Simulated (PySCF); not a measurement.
Isomers of C5H10O2, one GFN2-xTB conformer each. Single-point energies are computed at PBE0/pcSseg-1 (PySCF, gas phase, no added dispersion term), electronic only.

```csv
SMILES,GFN2-xTB relative energy (kJ/mol)
CC(C)(C)OC=O,0.0
CO[C@H]1CCCO1,20.5
COC1(C)COC1,113.9
```

Conformers: `[CH3:1][C:2]([CH3:3])([CH3:4])[O:5][CH:6]=[O:7]` with C2–O5–C6–O7 0°; `[CH3:1][O:2][C@H:3]1[CH2:4][CH2:5][CH2:6][O:7]1` with C1–O2–C3–C4 179°, O2–C3–C4–C5 84°, C3–C4–C5–C6 33°, C4–C5–C6–O7 -19°, C5–C6–O7–C3 -4°; `[CH3:1][O:2][C:3]1([CH3:4])[CH2:5][O:6][CH2:7]1` with C1–O2–C3–C4 -61°.

**Question.** What does PBE0/pcSseg-1 give for the same structures?

**Answer.** 
| SMILES | PBE0/pcSseg-1 E (Eh) | PBE0/pcSseg-1 (kJ/mol) | GFN2-xTB (kJ/mol) | point group |
| --- | --- | --- | --- | --- |
| CC(C)(C)OC=O | -346.57795 | 0.0 | 0.0 | Cs |
| CO[C@H]1CCCO1 | -346.54755 | 79.8 | 20.5 | C1 |
| COC1(C)COC1 | -346.50481 | 192.0 | 113.9 | C1 |

Both levels put the same isomer lowest; measured from each level's own lowest isomer, the values differ by up to 78.1 kJ/mol (COC1(C)COC1: 113.9 against 192.0). As drawn, the lowest has a C=O bond and a C(=O)–O unit, which the highest lacks; the highest has a four-membered ring, which the lowest lacks.

**Question.** Which frontier levels, dipoles and rotational constants go with these structures?

**Answer.** 
```json
{"SMILES": "CC(C)(C)OC=O", "HOMO (eV, PBE0/pcSseg-1)": "-7.94", "LUMO (eV)": "0.35", "dipole (D)": "2.25", "A, B, C (MHz)": "4168, 2029, 1948"}
{"SMILES": "CO[C@H]1CCCO1", "HOMO (eV, PBE0/pcSseg-1)": "-7.45", "LUMO (eV)": "1.48", "dipole (D)": "0.67", "A, B, C (MHz)": "5011, 2143, 1839"}
{"SMILES": "COC1(C)COC1", "HOMO (eV, PBE0/pcSseg-1)": "-7.16", "LUMO (eV)": "1.28", "dipole (D)": "2.53", "A, B, C (MHz)": "4486, 2100, 1911"}
```
